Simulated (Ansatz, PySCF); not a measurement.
Ways to break one bond of F[SiH2]Cl [chloro(fluoro)silane]:

A. F[SiH2]Cl [chloro(fluoro)silane] -> F[SiH2] + Cl atom
B. F[SiH2]Cl -> [SiH2]Cl + F atom

Quantity: bond dissociation energy (enthalpy at 298 K, with B3LYP-D3(BJ) rigid-rotor harmonic-oscillator terms from PySCF), kcal/mol. Structures are relaxed separately at B3LYP-D3(BJ)/def2-TZVP in Ansatz (a program for electronic structure). Cores are frozen in the correlated levels unless marked. Open shells are spin-unrestricted. No spin-orbit coupling. Non-relativistic. CBS marks a two-point X^-3 extrapolation of the correlation energy; Hartree-Fock from the larger set.

Rank them by bond dissociation energy at CCSD(T)/CBS(cc-pV(T+d)Z,cc-pV(Q+d)Z) (Ansatz), lowest first.

A (116.9 kcal/mol), B (156.2 kcal/mol)
